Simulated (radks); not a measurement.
Results of a calculation; reference values are marked as such.
The magnesium ion Mg2+, 10 electrons, occupied as [Ne].

Level of theory: scalar-relativistic Kohn-Sham, PBE, spin-polarised, spherical densities, finite nucleus; Fermi nuclear charge, rms radius 3.057 fm (a radial shooting solver on a logarithmic mesh with Libxc functionals).

Energy parts (hartree):
total: -199.43505
kinetic: 199.69139
electron-nucleus: -471.07931
Hartree: 87.90589
exchange-correlation: -15.95303

Orbitals (lengths in bohr, moments of r in powers of bohr; r(max) is where P^2 peaks):
orbital,occ.,eigenvalue (hartree),r(max)
1s,2,-47.04683,0.08506
2s,2,-3.67377,0.5463
2p,6,-2.45138,0.4780

The highest occupied level is 2p at -66.705 eV. The density falls to 0.001 e/bohr^3 at r = 2.21 bohr. The electron density at the nucleus is 1160 e/bohr^3 (large components only). Summed over all electrons, <r^2> = 4.797 bohr^2, which gives a Langevin (diamagnetic) susceptibility term of -3.8 x 10^-6 cm^3/mol.
